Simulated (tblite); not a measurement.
Species: C4H12F2OSi2.
Structure used (GFN2-xTB), in Å, numbered top down from 1:
```
atom  x, y, z in Å
O1    -1.279   -1.751   -0.988
C2    -2.188   -0.965   -0.247
C3    -1.632    0.450   -0.240
C4    -0.299    0.514    0.499
Si5    0.471    2.255    0.297
Si6    0.829   -0.928   -0.030
C7     2.580   -0.477    0.687
F8     3.400   -1.564    0.580
F9     3.179    0.505   -0.053
H10   -1.487   -2.685   -0.895
H11   -2.271   -1.339    0.781
H12   -3.180   -0.995   -0.717
H13   -1.493    0.752   -1.279
H14   -2.363    1.122    0.215
H15   -0.510    0.379    1.567
H16    0.941    2.436   -1.073
H17    1.538    2.442    1.277
H18   -0.589    3.235    0.578
H19    0.602   -2.184    0.703
H20    1.109   -1.031   -1.456
H21    2.634   -0.154    1.735
```

Method: GFN2-xTB as coded in tblite; computed harmonic values from a numerical Hessian at the method's own geometry, unscaled. This tight-binding method is rough: wavenumbers can miss measured ones by several per cent, in bad cases by 10 to 20. Modes of hydrogen on silicon can be 10 to 20 % off. One conformer, not necessarily the lowest.

Harmonic wavenumbers (cm⁻¹): 45.7, 51.1, 88.6, 113.3, 148.2, 159.5, 172.2, 191.9, 266.2, 271.8, 294.4, 335.5, 400.3, 455.2, 478.5, 494.3, 516.2, 544.5, 634.5, 649.6, 696.8, 758.8, 768.2, 792.6, 806.2, 825.4, 832.8, 917.2, 938.3, 991.6, 1010.8, 1075.9, 1080.9, 1109.4, 1118.1, 1141.7, 1208.2, 1239.5, 1252.1, 1279.5, 1284.2, 1337.6, 1359.5, 1474.9, 1483.2, 2201.3, 2209.1, 2286.5, 2294.9, 2328.6, 2891.1, 2892.7, 2904.3, 2916.6, 2973.2, 2993.6, 3552.9.

A = 1401, B = 796.0, C = 541.1 MHz; mass 170.039 u (most abundant isotopes); point group C1, symmetry number 1.

Task: Zero-point energy?

Result: Half the sum of the wavenumbers: 32770 cm⁻¹ = 392.01 kJ/mol.

Task: Entropy at 298.15 K, 1 bar (ideal gas, RRHO, classical rotation)?

Result: Translation 172.91, rotation 128.26, vibration 167.60: S = 468.8 J/(mol K).

Task: And Cp and H(298.15 K) − H(0)?

Result: Cp = 204.36 J/(mol K), of which vibrations give 171.11 (their classical limit is 57 R = 473.9); H(298.15 K) − H(0) = 36.23 kJ/mol without the zero-point energy, 26.32 from vibrations.

Task: What must be added to the electronic energy to get the Gibbs energy at 298.15 K and 1 bar?

Result: ZPE + [H(298.15 K) − H(0)] − T·S = 392.01 + 36.23 − 139.76 = 288.48 kJ/mol.

Task: Which modes carry the vibrational entropy at 298.15 K?

Result: 45.7 cm⁻¹: 20.90; 51.1 cm⁻¹: 19.98; 88.6 cm⁻¹: 15.44; 113.3 cm⁻¹: 13.44; 148.2 cm⁻¹: 11.28; 159.5 cm⁻¹: 10.69 J/(mol K); the other 51 give 75.87 together.

Task: Blend soft modes into free rotors: weight 1/[1 + (100 cm⁻¹/ν̃)⁴] for the oscillator and the rest for a rotor with moment μB/(μ + B), μ = h/(8π²ν), B = 10⁻⁴⁴ kg m². What vibrational entropy results?

Result: 154.43 J/(mol K) in place of 167.60, which changes −T·S at 298.15 K by +3.93 kJ/mol.

Hindered rotation and anharmonicity are outside this model. Other conformers, if any are populated, would add a mixing term that is left out. The structure is chiral; the term R ln 2 for an equal mix with its mirror image is left out.

Time: 1.8 s wall. Hardware: one thread, Arm Neoverse N1 (aarch64), on a shared host. The figure is for the frequency step alone.
